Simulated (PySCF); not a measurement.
Computed shifts of a molecule C4H7NO, PBE/pcSseg-1 run with PySCF, GIAO, gas phase, atoms alike by connectivity averaged where their shifts nearly agree, in ppm (number of nuclei): ¹³C: 198.4 (1), 178.7 (1), 46.1 (1), 11.3 (1). ¹⁵N: 434.4 (1). ¹H: 9.49 (1), 3.84 (3), 2.05 (3). References: ¹³C against TMS (σ = 182.0 ppm); ¹⁵N against NH3 (σ = 267.0 ppm); ¹⁷O against H2O (σ = 334.3 ppm); ¹H against TMS (σ = 31.49 ppm), references at their B3LYP-D3(BJ)/def2-TZVP geometries, non-relativistic. Coordinates come from a ωB97X-D3(BJ)/def2-SVP optimisation. The values are those of a single conformer.

Q: Which structure fits?
A. C[C@@H]1COC=N1
B. C/N=C(\C)C=O
C. CC[C@H]1N=CO1
D. CC/C=N\C=O

A: B, C/N=C(\C)C=O
